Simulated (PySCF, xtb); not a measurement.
H3Si2, SMILES [Si][SiH3] (connectivity only; charge and spin as stated), charge +1, multiplicity 1.

Geometry: PBE0-D3(BJ)/def2-TZVP. The multiplicity is an assumed one; other spin states were not compared. The isomer is the one that the SMILES or the coordinates give; other isomers of the formula were not compared.

Method: C-PCM-PBE0/def2-SVP (PySCF).

The values are the electrostatic part of the solvation free energy, E(continuum) − E(gas) at the gas-phase geometry, in a cavity of scaled van der Waals radii (PySCF's table); cavitation and dispersion terms are not included. In vacuum the orbital gap is 3.31 eV.

Computed values in water (ε = 78.36), tetrahydrofuran (ε = 7.43), cyclohexanone (ε = 15.62):
| solvent | ε | ΔG(elec) (kcal/mol) | gap (eV) |
|---|---|---|---|
| water | 78.36 | -59.7 | 3.55 |
| tetrahydrofuran | 7.43 | -52.2 | 3.52 |
| cyclohexanone | 15.62 | -56.5 | 3.53 |

For comparison, GFN2-xTB/ALPB(water) (xtb, at the GFN2-xTB geometry, all terms of that model) gives -45.0 kcal/mol.
